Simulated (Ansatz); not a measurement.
The cluster CuBr2, relaxed as a doublet with UKS PBE-D4/def2-TZVP in Ansatz, starting from the GFN1-xTB geometry. Force threshold 0.02 eV/Å.

An occupied level of the charge 0 doublet lies above an empty one (by up to 0.01 eV), so this SCF solution is probably not the lowest. The gap within one spin of the charge 0 doublet nearly closes, so an electron or hole may be smeared out by delocalisation error. The relaxation made no stability test and no search for a lower SCF solution. The structure comes from a short search, and lower isomers may exist.

Start:

Cartesian coordinates in Å:
```
Cu 0.004 -0.009 0.007
Br -0.105 1.337 1.773
Br 0.101 -1.328 -1.780
```

(1) Estimate the energy that the relaxation releases and the steps that it takes.

(2) Does the start keep its bonding and symmetry?

(3) Predict the relaxed structure.

Answers

(1) 0.0 kcal/mol, in 2 steps; 14 s on 4 threads of Arm Neoverse V2 on a shared host. No frequencies were taken in this run, so the end may be a saddle point.

(2) By distances, no bond broke or formed. The bond that changes most is Cu1–Br3, from 2.22 to 2.22 Å (atoms count from 1). Point group D∞h at the start, D∞h at the end, both within 0.05 Å; within 0.015 Å the end is C∞v.

(3) 
```csv
atom,x (Å),y (Å),z (Å)
Cu1,0.0032,-0.0071,0.0057
Br2,-0.1047,1.3339,1.7714
Br3,0.1015,-1.3267,-1.7771
```
Bond lengths: 2 × Br–Cu 2.22 Å.
